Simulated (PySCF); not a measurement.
A structure optimised at PBE-D3(BJ)/def2-SVP, used in a PySCF frequency run:

```
C
H 1 1.1265
O 1 1.4385 2 109.86
H 3 0.9761 1 106.92 2 -46.29
C 1 1.4853 2 109.60 3 118.31
H 5 1.0990 1 120.47 2 82.56
H 5 1.0994 6 119.86 1 173.58
C 1 1.5417 2 108.07 3 -117.90
O 8 1.4051 1 110.29 2 172.55
H 9 0.9817 8 103.80 1 -36.41
H 8 1.1118 9 108.95 10 -157.76
H 8 1.1240 11 106.61 9 121.52
```
Charge 0, spin multiplicity 2.

Write its SMILES and formula.

[CH2]C(O)CO, C₃H₇O₂

What are its rotational constants (standard atomic weights)?

6.8897, 4.3133, 3.4939 GHz
